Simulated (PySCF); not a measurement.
ClF₂HSeSi, SMILES F[Si](F)([SeH])Cl. Geometry optimised at PBE-D3(BJ)/def2-SVP. The structure was generated by enumeration, and PubChem lists no compound with its InChIKey, so it may never have been made. Other conformers were not sampled.

Computed equilibrium geometry at PBE-D3(BJ)/def2-SVP (PySCF confirms it by a frequency run) as a Z-matrix (one conformer of several):
```
Si
F 1 1.6204
F 1 1.6219 2 107.14
Cl 1 2.0511 2 109.53 3 -115.29
Se 1 2.2577 2 106.46 3 120.91
H 5 1.4861 1 90.57 2 173.66
```
